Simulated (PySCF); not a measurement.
BiO2, doublet: structure and spectrum

Method: UPBE0 in PySCF with Bi def2-TZVP with ECP60, O def2-TZVP; scalar-relativistic core potentials, no spin–orbit coupling; density-fitted integrals.

The structure is a minimum.

```xyz
3
charge 0 multiplicity 2, angstrom
Bi   -0.0103    0.0000   -0.1620
O     1.5903    0.0000    1.1491
O    -1.4547    0.0000    1.0514
```

```json
{
  "Point group": "Cs",
  "Bond lengths": "Bi–O 1.886 Å, Bi–O 2.069 Å",
  "Bond angles": "O–Bi–O 100.6°",
  "Spin squared ⟨S²⟩": "0.760",
  "Zero-point energy": "8.9 kJ/mol",
  "Entropy at 298.15 K and 1 bar (electronic part: spin only)": "299.2 J/(mol K)",
  "Atomisation energy without zero-point energy": "601 kJ/mol",
  "Lowest empty level (β)": "-4.18 eV",
  "Heat capacity Cp at 298.15 K": "48.9 J/(mol K)",
  "Dipole moment": "4.79 D",
  "Rotational constants": "0.3881, 0.2243, 0.1421 cm⁻¹",
  "Highest occupied level (β)": "-7.78 eV",
  "Rotational symmetry number": "1",
  "Enthalpy at 298.15 K above 0 K": "12.32 kJ/mol",
  "Principal polarisabilities": "28.8, 42.7, 53.7 bohr³",
  "Principal quadrupole moments (Buckingham, traceless) about the centre of mass": "-8.38, -0.32, 8.70 D Å"
}
```

Harmonic modes (masses in u: Bi 208.980, O 15.995):
```json
{"symmetry": "a'", "ω (cm⁻¹)": "159", "IR (km/mol)": "17.5", "μ (u)": "17.16", "type": "bend"}
{"symmetry": "a'", "ω (cm⁻¹)": "517", "IR (km/mol)": "34.4", "μ (u)": "17.15", "type": "stretch"}
{"symmetry": "a'", "ω (cm⁻¹)": "805", "IR (km/mol)": "54.6", "μ (u)": "17.09", "type": "stretch"}
```

Charges (e):
| atom | Mulliken | Löwdin | polar tensor | spin (Mulliken) | Mayer order to Bi1 |
| --- | --- | --- | --- | --- | --- |
| Bi1 | 1.03 | 0.79 | 1.07 | -0.06 | – |
| O2 | -0.39 | -0.29 | -0.45 | 1.01 | 0.96 |
| O3 | -0.64 | -0.50 | -0.62 | 0.05 | 1.87 |

Mulliken populations on Bi1 (electrons outside its core potential): s 3.91, p 7.79, d 10.18, f 0.10.

Only a few start shapes were tried, so a lower isomer may exist. With an element this heavy the missing spin–orbit coupling can shift these numbers.

The final relaxation and frequency run took roughly 6 core-minutes on a shared host.
